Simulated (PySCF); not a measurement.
**UHF on Cl²⁺ (chlorine, charge +2)**

Configuration: [Ne] 3s2 3p3, high-spin 4S determinant. Calculation: PySCF 2.14, in aug-cc-pV(T+d)Z with one added diffuse shell each of s, p, d, f type (7s6p5d3f, 71 functions); no relativity, point nucleus.

| Property | Result |
| --- | --- |
| Total energy | -458.223183 hartree |
| One-electron energy | -618.6745 hartree |
| Hartree (Coulomb) energy | 187.3739 hartree |
| Exchange energy | -26.9226 hartree |
| Kinetic energy | 458.17260 hartree |
| ⟨S²⟩ | 3.7508 |
| ⟨L²⟩ | 0.000 |
| Sum of ⟨r⟩ | 11.21 bohr |
| Sum of ⟨r²⟩ | 15.47 bohr² |
| Density at the nucleus (Gaussians lack the cusp) | 3180 bohr⁻³ |
| Spin density at the nucleus | 0.429 bohr⁻³ |
| Langevin diamagnetic susceptibility | -12.3 ×10⁻⁶ cm³/mol |

| shell | electrons | mean orbital energy (hartree) | rms radius, mean of both spins (bohr) |
| --- | --- | --- | --- |
| 1s α | 1 | -105.94332 | 0.106 |
| 1s β | 1 | -105.90172 | 0.106 |
| 2s α | 1 | -11.64068 | 0.480 |
| 2s β | 1 | -11.59934 | 0.480 |
| 2p α | 3 | -9.11797 | 0.451 |
| 2p β | 3 | -9.04381 | 0.451 |
| 3s α | 1 | -2.11343 | 1.56 |
| 3s β | 1 | -1.71177 | 1.56 |
| 3p α | 3 | -1.45874 | 1.72 |

Spin-orbit constants ζ (cm⁻¹) from the X2C one-electron operator on these orbitals (non-relativistic here): bare nucleus, nucleus screened by l(l+1)(2l+1)/3 electrons, and screened by the Breit-Pauli mean field of the electrons.

| shell | bare | screened nucleus | mean field |
| --- | --- | --- | --- |
| 2p | 9848 | 8689 | 8156 |
| 3p | 874.9 | 771.9 | 716.4 |
